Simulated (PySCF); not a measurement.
Computed properties of C5H7F, SMILES F[C@@H]1C(=C)CC1

C₅H₇F, SMILES C=C1CC[C@@H]1F. The structure is a stationary point at ωB97X-D3(BJ)/def2-SVP. The structure was generated by enumeration; whether it is a known compound was not checked. The values are those of a single conformer. All values are computed for the isolated molecule unless a solvent is named; none is compared with measurement here.

**Structure.** All 33 harmonic modes at ωB97X-D3(BJ)/def2-SVP (PySCF) are real, so it is a minimum. With heavy atoms numbered as in [CH2:1]=[C:2]1[CH2:3][CH2:4][C@@H:5]1[F:6], the shortest bond between them is C1–C2 at 1.328 Å and the longest C3–C4 at 1.556 Å.

**Vibrations.** The strongest infrared lines (harmonic, unscaled, degenerate partners summed) lie at 1177 cm⁻¹ (73 km/mol, C 52 %, H 31 %, F 17 %), 946 cm⁻¹ (34 km/mol, H 74 %, C 26 %), 1404 cm⁻¹ (31 km/mol, H 63 %, C 36 %). The softest mode is at 121 cm⁻¹ and the zero-point energy is 68.2 kcal/mol.

**Electronic structure.** CAM-B3LYP/def2-TZVP (PySCF) places the frontier levels at -8.78 and 0.90 eV, a gap of 9.68 eV, and gives a dipole moment of 1.90 D and a mean polarisability of 58.4 bohr³. PBE/def2-TZVP (PySCF) at the same geometry gives -6.29 and -1.20 eV, so its gap is 4.59 eV narrower. An orbital gap is neither the optical nor the fundamental gap.

**Excitations.** TDA-B3LYP/def2-SVPD (PySCF) has S1 at 6.79 eV (183 nm, f = 0.240, bright); the most intense of the 10 singlets computed lies at 6.79 eV (f = 0.24). T1 (TDA) is at 4.23 eV, 2.56 eV under S1. TDA-PBE/def2-SVPD (PySCF) puts S1 at 6.28 eV. No vertical singlet excitation falls in the visible range (under 3.1 eV).

**NMR.** GIAO shifts at KT2/pcSseg-1 (PySCF) (non-relativistic, atoms alike by connectivity averaged): ¹³C from 28.1 to 153.1 ppm against TMS; ¹H from 2.4 to 5.7 ppm against TMS; ¹⁹F at -209.7 ppm against CFCl3.

**Solvation.** SMD-ωB97X/def2-SVP (PySCF) gives -0.3 kcal/mol in water, -4.3 kcal/mol in ethanol, -4.4 kcal/mol in diethylether (1 M in both phases, gas-phase geometry).
